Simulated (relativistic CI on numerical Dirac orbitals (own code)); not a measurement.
**Hyperfine structure of La XIX, mass number 137**

Computed by Dirac-Coulomb-Breit CI, KLI orbitals optimised for each configuration, model QED, unscaled Slater integrals (own radial code, finite nucleus).

Configurations in the expansion (outside the closed core [Ar] 3d10): 4s2.4p6.4d3, 4s2.4p5.4d4, 4s2.4p6.4d2.4f, 4s.4p6.4d4, 4s2.4p6.4d2.5s, 4s.4p6.4d3.4f, 4s2.4p6.4d2.5p, 4s2.4p6.4d.4f.5s, 4s2.4p6.4d2.5d, 4s2.4p6.4d.5s.5p, 4s2.4p6.4d.4f2, 4s2.4p6.4f3, 4s2.4p6.4f2.5s, 4s.4p6.4d.4f3, 4s2.4p6.4f2.5p, 4p6.4d5, 4p5.4d6, 4s2.4p6.4d.5s2, 4s2.4p6.4f.5s2, 4s.4p6.4d.4f.5s2, 4s2.4p6.5s2.5p. Double excitations out of closed p, d and f shells are left out; levels of such configurations are missing from the list, as are those of other unlisted configurations, and high levels can miss mixing partners. These lack a partner that the ground configuration has and come out too high: 4s2.4p6.4d2.5d.

Nuclear spin I = 7/2, μ = 2.696 μN, Q = 0.21 b (tables of Stone and Pyykkö). The electronic factors are computed for point nuclear moments, without core polarisation or the Bohr-Weisskopf and QED corrections.

| Level | E (cm⁻¹) | A (MHz) | B (MHz) |
| --- | --- | --- | --- |
| 4s2.4p6.4d3 4F_3/2 | 0.0 | 5681 | -590 |
| 4s2.4p6.4d3 4F_5/2 | 18042.7 | 3291 | -409 |
| 4s2.4p6.4d3 4F_7/2 | 31374.5 | 2989 | -257 |
| 4s2.4p6.4d3 4F_9/2 | 39458.2 | 3238 | 131 |
| 4s2.4p6.4d3 4P_1/2 | 42443.9 | -2419 |  |
| 4s2.4p6.4d3 2G_7/2 | 60954.8 | 3433 | 444 |
| 4s2.4p6.4d3 4P_5/2 | 62527.5 | 1167 | 896 |
| 4s2.4p6.4d3 2H_9/2 | 64524.5 | 3109 | 887 |

Levels with J = 0, under 50 % of one LS term, or S terms without an open s electron are left out. Small factors come from cancelling terms and can be off by tens of per cent or more.

At this charge energies of transitions that change n are usually good to better than 1 %, and those within a shell (Δn = 0) to a few per cent. Terms inside the open d or f shell come out 10 to 20 % too wide with unscaled integrals.

(1) Give the hyperfine levels of 4s2.4p6.4d3 4F_3/2 relative to its centre of gravity.

## Answers

(1) With K = F(F + 1) − I(I + 1) − J(J + 1), E = AK/2 + B[¾K(K + 1) − I(I + 1)J(J + 1)]/[2I(2I − 1)J(2J − 1)]: F = 2: -38670, F = 3: -21200, F = 4: 1694, F = 5: 29680 MHz.

LS names give the leading component of a level, which can be under half, so a name can repeat, a term be missing and a line seem to break the LS rules.
